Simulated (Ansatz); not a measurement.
`C[SiH2]C1N=CO1`. Charge 0, multiplicity 1.

Cartesian coordinates in Å:
```
C -1.1735 -1.7160 0.3422
Si 0.2224 -0.5768 0.8204
C -0.0200 1.0889 -0.0587
N 0.1465 1.0136 -1.5114
C 1.1818 1.7369 -1.3048
O 1.1822 1.9452 0.0304
H -1.0350 -2.7057 0.7831
H -1.2120 -1.8236 -0.7439
H -2.1354 -1.3266 0.6836
H 1.5432 -1.0922 0.3791
H 0.2477 -0.3319 2.2881
H -0.9010 1.6579 0.2513
H 1.9529 2.1303 -1.9595
```

Question: Give the diagnostics of a CCSD(T)/def2-TZVPP run (frozen core, the Gaussian-basis code of Ansatz). (Best estimate.)

Answer: Ansatz gave: T1 = 0.0142, largest single amplitude 0.020, largest double 0.056, (T) share of the correlation energy 4.3 %, 10 CCSD cycles. The RHF solution is stable towards an unrestricted one. T1 lies under the customary mark of 0.02 for closed shells.
